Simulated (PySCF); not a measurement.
Stepwise substitution at one centre (Si Br-NH2). Gas-phase values, no solvent. One relaxed conformer stands for each flexible species; it need not be the lowest. Strings in code marks are SMILES.

All values below come from PBE-D3(BJ)/def2-TZVP // PBE0-D3(BJ)/def2-TZVP run with PySCF 2.14.0. All candidates: neutral, multiplicity 1. Excitations are Tamm–Dancoff values on a coarser integration grid. The basis has no diffuse functions, so Rydberg states are missing or too high.

The dipole moment is 2.31 D and the S1 excitation (TDA) is 5.16 eV. The HOMO–LUMO gap is 5.06 eV.

Problem. Say which member has these values.
(A) `N[Si](N)(Br)Br`
(B) `Br[Si](Br)(Br)Br`
(C) `N[Si](Br)(Br)Br`

Solution. C, `N[Si](Br)(Br)Br`. The others give `N[Si](N)(Br)Br`: 2.44 D, 5.86 eV, 5.71 eV; `Br[Si](Br)(Br)Br`: 0.00 D, 5.02 eV, 4.89 eV
